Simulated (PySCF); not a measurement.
**HI and its ions**

RHF-CCSD(T); basis H def2-SVPD, I def2-SVPD with ECP28; scalar-relativistic core potentials; PySCF 2.14. Neutral (RHF): singlet (closed shell), Re = 1.615 Å, ωe = 2326 cm⁻¹, De = 3.28 eV.

HI⁺ (UHF): doublet (π ↑), Re = 1.636 Å, ωe = 2226 cm⁻¹, De = 3.09 eV to H + I⁺. The energies at the minima are -297.38681 hartree for HI and -297.00643 for HI⁺.

Problem. Work out the adiabatic ionisation energy, without and with harmonic zero-point energies (1 hartree = 27.2114 eV, 1 eV = 8065.5 cm⁻¹), and the change of the bond length.

Solution. At CCSD(T): 0.38038 hartree = 10.351 eV between the minima; the zero-point term (2226.0 − 2326.0)/2 cm⁻¹ = -0.006 eV makes it 10.344 eV. Re changes by +2.1 pm against the neutral. The electron leaves a π orbital, which is non-bonding in a hydride.

Correlated steps freeze 4 core orbitals. Correlated levels converge slowly with the basis: in double zeta they bind strong bonds too weakly, by up to about 1 eV, and carry superposition errors of some tenths. These are scalar-relativistic numbers at best; spin–orbit coupling would shift them, the dissociation energy most. For an ion De counts to the pair picked by the measured ionisation energies or electron affinities, which need not be the lowest pair at this level. Where the molecule has an RHF reference, its open-shell atoms are computed with UHF. States were picked by a PBE0 search and need not be the measured ground states.

Neutral and ion stand on different kinds of reference determinant, which adds to the error of the difference.
